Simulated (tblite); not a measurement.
C₈H₁₀O.
Geometry (GFN2-xTB, Å), atoms numbered from 1 in this order:
```xyz
19
C8H10O angstrom
C      4.6003    0.8251   -0.7497
C      3.1807    0.6123   -0.6162
C      1.9936    0.4250   -0.5093
C      0.6595    0.2007   -0.3820
C     -0.5232   -0.0265   -0.2963
C     -1.9407   -0.2791   -0.1272
C     -2.2350   -1.7752   -0.2619
C     -2.3927    0.2526    1.2481
O     -2.2409    1.6441    1.3696
H      5.0878    0.7150    0.2196
H      5.0221    0.0942   -1.4406
H      4.7973    1.8271   -1.1324
H     -2.4886    0.2731   -0.9019
H     -1.8935   -2.1405   -1.2279
H     -1.7225   -2.3335    0.5192
H     -3.3038   -1.9574   -0.1773
H     -3.4586    0.0569    1.3875
H     -1.8343   -0.2688    2.0405
H     -1.3173    1.8642    1.1955
```

Computed values, GFN2-xTB/tblite, gas phase, harmonic and unscaled. The method is semi-empirical: single wavenumbers can be off by several per cent or more. One conformer, not necessarily the lowest. The optimisation stopped once no atom felt more than 0.01 eV/Å.

Lowest wavenumbers of the output (negative numbers stand for imaginary wavenumbers):
```
mode    cm-1
  1     -24.0
  2      48.1
  3      73.3
  4      99.3
  5     142.7
  6     166.6
  7     208.9
  8     241.6
  9     268.2
 10     272.3
```

Task: Is this structure a minimum?

Result: Not by this Hessian. 1 mode is imaginary beyond 20i (24i cm⁻¹), so at this level the point lies at or near a first-order saddle. The curvature is small, so loose convergence or finite differences may be the whole cause.

Task: Which atoms move in the imaginary mode?

Result: 24i: H11 (methyl hydrogen) 33 %, H10 (methyl hydrogen) 33 %, H12 (methyl hydrogen) 32 %. These are shares of the mass-weighted motion.

Task: What is the remedy?

Result: Step along that mode in both directions, optimise again with tighter thresholds and repeat the frequencies. The zero-point energy of this point (95.4 kcal/mol) counts the 50 real modes alone, and thermal corrections from it aren't those of a minimum.

Time: 0.67 s. Hardware: an Arm Neoverse V1 with one thread, no GPU, on a shared host. This covers the Hessian and the dipole derivatives.
